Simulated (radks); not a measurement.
Valence configurations of neutral gold (all share [Xe]). All-electron calculation, Dirac Kohn-Sham, BLYP, spin-unpolarised, spherical densities, finite nucleus; open shells fill j = l - 1/2 first; Fermi nuclear charge, rms radius 5.4371 fm. Program: a radial shooting solver on a logarithmic mesh with Libxc functionals. Energies are relative to 4f14 5d10 6s1; eigenvalues in eV.

valence                E (eV)  e(4f5/2)  e(4f7/2)  e(5d3/2)  e(5d5/2)  e(6p1/2)
4f14 5d10 6s1           0.000   -82.934   -79.122    -7.728    -6.203         -
4f14 5d9 6s2            0.956   -85.786   -81.973    -9.747    -8.132         -
4f14 5d10 6s0.5 6p0.5   2.334   -83.813   -80.001    -8.595    -7.059    -1.673
4f14 5d10 6p1           4.759   -84.595   -80.783    -9.359    -7.812    -2.051
4f14 5d9 6s1 6p1        6.133   -87.407   -83.594   -11.304    -9.669    -2.389
4f13.5 5d10 6s1 6p0.5  40.761   -90.885   -87.012   -10.125    -8.467    -1.829
4f13.5 5d9 6s2 6p0.5   43.007   -93.963   -90.090   -12.278   -10.529    -2.213
4f13.5 5d10 6s0.5 6p1  43.305   -91.677   -87.805   -10.894    -9.226    -2.206
4f13 5d10 6s1 6p1      85.227   -99.031   -95.097   -12.567   -10.775    -2.380
4f13 5d10 6s0.5 6p1.5  87.975   -99.767   -95.834   -13.271   -11.470    -2.714

NIST lists [Xe] 4f14 5d10 6s1 as the ground configuration; this level of theory agrees among the configurations tried. The energies are those of spherical spin-averaged densities, not of single terms.
